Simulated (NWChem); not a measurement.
Molecule: CH₆OSiTe; SMILES C[Te]O[SiH3]

```xyz
10

Te    -0.3302     0.7639    -0.0358
C      1.7627     1.2160     0.0032
H      1.8708     2.2690    -0.2964
H      2.3067     0.5723    -0.6988
H      2.1328     1.0842     1.0276
O     -0.1106    -1.0650     0.7595
Si     0.0588    -2.4204    -0.2020
H     -1.1484    -2.6509    -1.0556
H      0.2439    -3.5782     0.7205
H      1.2515    -2.3072    -1.1017
```
Atoms are numbered in this order, from 1.

All runs: NWChem. Coordinates come from a PBE0/def2-SVP optimisation. No frequency run checked for a minimum. def2 effective core potentials on Te; no spin-orbit coupling.

For level TPSS/STO-3G (all-electron, non-relativistic):

* **highest occupied level (eV)**: -2.34
* **orbital gap (eV)**: 3.67
* **dipole (D)**: 1.24

### Question
How do the values read with level TPSS/def2-SVP (core potentials) instead?

### Answer
The highest occupied level (eV) is -4.99. The orbital gap (eV) comes out as 2.52 and the dipole (D) is 1.97.
